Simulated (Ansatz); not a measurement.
`Br[SiH2]C1=CN1` → `C1=CN1` + `[SiH]Br`  (silylene formation by 1,1-elimination)

Computed with Ansatz on PBE0-D4/def2-TZVP structures; ΔE is electronic, products minus reactants. CBS: MP2 limit from def2 TZ/QZ plus the TZ coupled-cluster correction, frozen cores. Functionals use def2-TZVPP. HSE06 is defined as in plane-wave codes. For Br outer-core shells are correlated without core-valence functions, which leaves a few kJ/mol of doubt a bond. Scalar relativity is left out up to krypton. One conformer a species, not always the lowest.

Question: Is it downhill or uphill in electronic energy at CCSD(T)/CBS, and by how much? (Estimate.)

Answer: Ansatz gave: Uphill: ΔE = +2.34 eV.

Question: What do these levels give: PBE-D4, B97M-V, HSE06-D4, r2SCAN0, MP2/def2-SVP, CCSD/CBS(def2)? (Estimate.)

Answer: Ansatz gave: PBE-D4 2.29, B97M-V 2.33, HSE06-D4 2.41, r2SCAN0 2.50, MP2/def2-SVP 2.40, CCSD/CBS(def2) 2.30 eV.

Largest T1 diagnostic among the species: 0.011.

In def2-TZVPP, CCSD(T) changes the Hartree–Fock value by +0.09 eV (the triples alone add +0.04 eV) and MP2 by +0.33 eV. The D4 term adds +0.15 eV with B3LYP and +0.09 eV with PBE0; it sums over pairs of atoms, weighted by their polarisabilities, and B3LYP, whose exchange is more repulsive, gets the larger term.

B3LYP here is the variant with VWN-RPA as its local correlation; programs differ in this.
